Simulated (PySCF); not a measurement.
C2H4Cl2Sn, SMILES C=[CH][SnH]([Cl])[Cl].

Coordinates come from a PBE0-D3(BJ)/def2-SVP optimisation. The structure was generated by enumeration; whether it is a known compound was not checked. The def2 effective core potentials stand for the cores of Sn; spin–orbit coupling is left out. Other conformers were not sampled.

Two levels are set side by side: TDDFT-PBE/def2-SVPD (PySCF) and TDDFT-PBE0/def2-SVPD (PySCF). Vertical, same geometry. The lowest singlet is HOMO→LUMO 92 % with PBE and HOMO→LUMO 82 % with the other functional; states are paired by order. Differences are taken from unrounded values.

| quantity | TDDFT-PBE0 | TDDFT-PBE | TDDFT-PBE minus TDDFT-PBE0 |
|---|---|---|---|
| lowest singlet excitation (eV) | 5.79 | 5.06 | -0.73 |
| lowest triplet excitation (TDA) (eV) | 4.23 | 4.35 | 0.11 |

Functionals without exact exchange tend to place singlet excitations lower, as here. Differences between two approximate levels are no errors against the true value.

Rough cost on one machine, each run with all the roots and properties that it gave: TDDFT-PBE0 against TDDFT-PBE about 4 times.
